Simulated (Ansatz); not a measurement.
Si(eta1-allyl)H3 (C3H8Si). Charge 0, multiplicity 1. Geometry PBE0-D4/def2-SVP, basis def2-TZVP, Ansatz.

| atom | x (Å) | y (Å) | z (Å) |
| --- | --- | --- | --- |
| Si1 | 0.293 | -1.344 | 1.122 |
| C2 | -0.058 | -0.582 | -0.578 |
| C3 | -0.606 | 0.802 | -0.472 |
| C4 | 0.059 | 1.927 | -0.745 |
| H5 | -0.769 | -1.250 | -1.094 |
| H6 | 0.880 | -0.596 | -1.157 |
| H7 | -1.638 | 0.882 | -0.106 |
| H8 | 1.091 | 1.908 | -1.111 |
| H9 | -0.406 | 2.907 | -0.616 |
| H10 | -0.945 | -1.318 | 1.962 |
| H11 | 1.363 | -0.571 | 1.823 |
| H12 | 0.738 | -2.765 | 0.971 |

```
run  HOMO (eV)  LUMO (eV)
  A      -9.48       2.27
  B      -6.10      -0.92
  C      -7.18       0.08
  D      -6.03      -0.83
  E      -9.54       3.34
  F      -8.49       1.20
```

The runs used CAM-B3LYP, HF, PBE, PBE0, revPBE, ωB97X-V. Estimate which is which.

A ωB97X-V (range-separated); B PBE (0 % exact exchange); C PBE0 (25 % exact exchange); D revPBE (0 % exact exchange); E HF (100 % exact exchange); F CAM-B3LYP (range-separated). Exact exchange lowers occupied and raises empty levels; among semilocal functionals meta-GGAs tend to open the gap a little, and such runs are hard to tell apart. The gap grows from 5.18 eV (PBE) to 12.87 eV (HF).
